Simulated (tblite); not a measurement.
Species: C₂H₉F₃GeSi₂.
SMILES with atom numbers: `[F:1][C:2]([F:3])([F:4])[CH2:5][SiH2:6][SiH2:7][GeH3:8]` (hydrogens: H9, H10 on C5; H11, H12 on Si6; H13, H14 on Si7; H15, H16, H17 on Ge8)

Computed with GFN2-xTB (tblite), gas phase: L-BFGS steps from a force-field or distance-geometry start until the largest atomic force falls under 0.01 eV/Å.

Step 49: E = -774.2902 eV
```
atom  x, y, z in Å  |  force x, y, z in eV/Å
F1     -3.4356   -0.6128   -0.7369    0.026  -0.033   0.009
C2     -2.8742   -0.2869    0.4393    0.004   0.018  -0.001
F3     -3.8614    0.2593    1.1753    0.003  -0.021   0.029
F4     -2.5628   -1.4513    1.0444   -0.015   0.008  -0.021
C5     -1.6880    0.6060    0.2880    0.006   0.012  -0.015
Si6    -0.2875   -0.3056   -0.6709    0.001  -0.007   0.010
Si7     1.4455   -0.7904    0.8029    0.016  -0.016   0.019
Ge8     3.2497    0.6653    0.4434   -0.017  -0.033   0.018
H9     -1.3775    0.8979    1.2908    0.000   0.019  -0.023
H10    -2.0222    1.4989   -0.2363   -0.005   0.017   0.013
H11     0.0844    0.6354   -1.7395   -0.004  -0.006   0.014
H12    -0.8922   -1.4647   -1.3288   -0.004  -0.003  -0.007
H13     1.9336   -2.1657    0.6365   -0.009   0.034  -0.007
H14     1.0586   -0.6771    2.2188   -0.015   0.004  -0.038
H15     2.9278    2.1263    0.5587   -0.007   0.007   0.007
H16     3.8771    0.5741   -0.9150    0.000  -0.008  -0.010
H17     4.4176    0.5034    1.3690    0.021   0.009   0.003
```

Step 50: E = -774.2906 eV
```
atom  x, y, z in Å  |  force x, y, z in eV/Å
F1     -3.4355   -0.6148   -0.7329    0.017  -0.018   0.014
C2     -2.8703   -0.2874    0.4412    0.012   0.007  -0.001
F3     -3.8547    0.2564    1.1831    0.006  -0.025   0.014
F4     -2.5544   -1.4521    1.0430   -0.011  -0.002  -0.005
C5     -1.6858    0.6069    0.2853    0.007   0.010  -0.018
Si6    -0.2855   -0.3053   -0.6755   -0.018   0.009   0.036
Si7     1.4429   -0.7918    0.8043    0.012  -0.004   0.012
Ge8     3.2465    0.6650    0.4445   -0.017  -0.036   0.018
H9     -1.3726    0.9010    1.2870   -0.005   0.019  -0.033
H10    -2.0249    1.4977   -0.2395    0.006   0.021   0.013
H11     0.0852    0.6373   -1.7425    0.003  -0.002   0.010
H12    -0.8948   -1.4601   -1.3352   -0.005  -0.017  -0.013
H13     1.9304   -2.1675    0.6413   -0.007   0.031  -0.007
H14     1.0527   -0.6739    2.2192   -0.016   0.001  -0.043
H15     2.9263    2.1264    0.5605   -0.007   0.003   0.007
H16     3.8733    0.5734   -0.9145    0.001  -0.008  -0.006
H17     4.4141    0.5009    1.3702    0.023   0.011   0.001
```

Step 51: E = -774.2909 eV
```
atom  x, y, z in Å  |  force x, y, z in eV/Å
F1     -3.4354   -0.6170   -0.7287    0.005   0.000   0.013
C2     -2.8666   -0.2878    0.4431    0.016  -0.009   0.001
F3     -3.8482    0.2532    1.1910    0.008  -0.024  -0.002
F4     -2.5470   -1.4530    1.0415    0.000  -0.013   0.012
C5     -1.6838    0.6079    0.2824    0.002   0.008  -0.016
Si6    -0.2837   -0.3051   -0.6794   -0.032   0.017   0.046
Si7     1.4408   -0.7933    0.8057   -0.001   0.012  -0.004
Ge8     3.2435    0.6639    0.4458   -0.007  -0.026   0.013
H9     -1.3680    0.9043    1.2826   -0.007   0.020  -0.033
H10    -2.0275    1.4969   -0.2424    0.015   0.025   0.009
H11     0.0863    0.6392   -1.7449    0.009  -0.001   0.009
H12    -0.8973   -1.4558   -1.3419   -0.001  -0.023  -0.013
H13     1.9273   -2.1688    0.6461   -0.002   0.018  -0.007
H14     1.0467   -0.6706    2.2186   -0.018  -0.001  -0.035
H15     2.9245    2.1263    0.5626   -0.006  -0.008   0.006
H16     3.8698    0.5726   -0.9141   -0.002  -0.007   0.003
H17     4.4115    0.4990    1.3714    0.022   0.011  -0.002
```

Step 52: E = -774.2912 eV
```
atom  x, y, z in Å  |  force x, y, z in eV/Å
F1     -3.4353   -0.6190   -0.7244   -0.006   0.014   0.007
C2     -2.8628   -0.2884    0.4450    0.013  -0.022   0.004
F3     -3.8417    0.2499    1.1986    0.009  -0.019  -0.014
F4     -2.5402   -1.4542    1.0404    0.015  -0.019   0.026
C5     -1.6819    0.6088    0.2794   -0.008   0.007  -0.008
Si6    -0.2826   -0.3047   -0.6823   -0.036   0.014   0.036
Si7     1.4388   -0.7944    0.8068   -0.016   0.024  -0.022
Ge8     3.2407    0.6624    0.4473    0.008  -0.007   0.007
H9     -1.3637    0.9078    1.2778   -0.007   0.021  -0.024
H10    -2.0295    1.4964   -0.2451    0.019   0.027   0.001
H11     0.0877    0.6411   -1.7468    0.013  -0.003   0.013
H12    -0.8997   -1.4521   -1.3484    0.005  -0.020  -0.008
H13     1.9243   -2.1696    0.6504    0.003   0.002  -0.008
H14     1.0406   -0.6671    2.2172   -0.021  -0.002  -0.020
H15     2.9224    2.1259    0.5647   -0.005  -0.022   0.005
H16     3.8665    0.5718   -0.9136   -0.006  -0.007   0.013
H17     4.4095    0.4973    1.3725    0.018   0.011  -0.006
```

Task: Estimate the geometry and energy of step 53. (The exact step hangs on the optimiser's Hessian estimate; all steps are aligned on step 52, rigid shifts and turns removed.)

Result: E = -774.2916 eV, largest force 0.057 eV/Å
```
atom  x, y, z in Å  |  force x, y, z in eV/Å
F1     -3.4354   -0.6209   -0.7195   -0.014   0.021   0.000
C2     -2.8582   -0.2895    0.4473    0.006  -0.029   0.007
F3     -3.8342    0.2458    1.2068    0.007  -0.013  -0.020
F4     -2.5323   -1.4559    1.0397    0.031  -0.018   0.032
C5     -1.6800    0.6100    0.2759   -0.020   0.007   0.002
Si6    -0.2820   -0.3040   -0.6852   -0.032   0.003   0.009
Si7     1.4361   -0.7953    0.8076   -0.028   0.030  -0.039
Ge8     3.2375    0.6606    0.4491    0.025   0.012   0.000
H9     -1.3590    0.9123    1.2719   -0.005   0.022  -0.007
H10    -2.0313    1.4962   -0.2482    0.017   0.024  -0.009
H11     0.0898    0.6432   -1.7486    0.014  -0.008   0.019
H12    -0.9021   -1.4483   -1.3556    0.015  -0.010   0.001
H13     1.9210   -2.1703    0.6550    0.006  -0.009  -0.008
H14     1.0333   -0.6630    2.2152   -0.024  -0.004  -0.002
H15     2.9199    2.1250    0.5673   -0.003  -0.034   0.004
H16     3.8627    0.5707   -0.9129   -0.009  -0.006   0.021
H17     4.4073    0.4955    1.3737    0.014   0.011  -0.009
```

The energy changes by -0.0004 eV. The first-order estimate −F·Δx gives -0.0005 eV and the mean of the old and new forces, exact on a quadratic surface, -0.0003 eV. The step makes an angle of 81° with the force vector and moves no atom by more than 0.012 Å.

The cost below is that of the whole relaxation. Time: 1.0 s. Hardware: one thread, Intel Xeon 6975P-C (x86_64), shared host with 192 logical CPUs at a one-minute load of 98.
